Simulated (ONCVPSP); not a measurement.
**S (Z = 16): excitation energies, all-electron against ONCV**

* Element: S
* Generator: ONCVPSP 4.0.1
* Type: optimised norm-conserving Vanderbilt (ONCV)
* Functional: PBE
* Relativity: scalar-relativistic
* Frozen core: [He]
* Valence charge: 14
* Reference configuration: 2s2 2p6 3s2 3p3.75 (charge +0.25)
* Partial waves: 2s+3s: rc 0.80 bohr, ncon 4, nbas 8, qcut 17.5 1/bohr, 2 projectors; 2p+3p: rc 0.70 bohr, ncon 3, nbas 7, qcut 22.7 1/bohr, 2 projectors; d scattering state at 0.22 Ha: rc 0.80 bohr, ncon 5, nbas 9, qcut 11.6 1/bohr, 2 projectors, debl 1.5 Ha
* Local potential: polynomial inside 0.45 bohr (lpopt 3, dvloc0 0 Ha)
* Core correction: Teter function, fcfact 4.75, rcfact 1.5

Energies are relative to the spin-unpolarised reference configuration 2s2 2p6 3s2 3p3.75; without spin polarisation the order of configurations can differ from experiment.

```tsv
valence configuration	charge	ΔE all-electron (eV)	error AE − PS (meV)
2s2 2p6 3s2 3p4	0	-2.036	-0.1
2s2 2p6 3s2 3p3	+1	9.732	+0.5
2s2 2p6 3s2 3p2	+2	32.016	+2.4
2s2 2p6 3s2 3p1	+3	66.058	+7.5
```
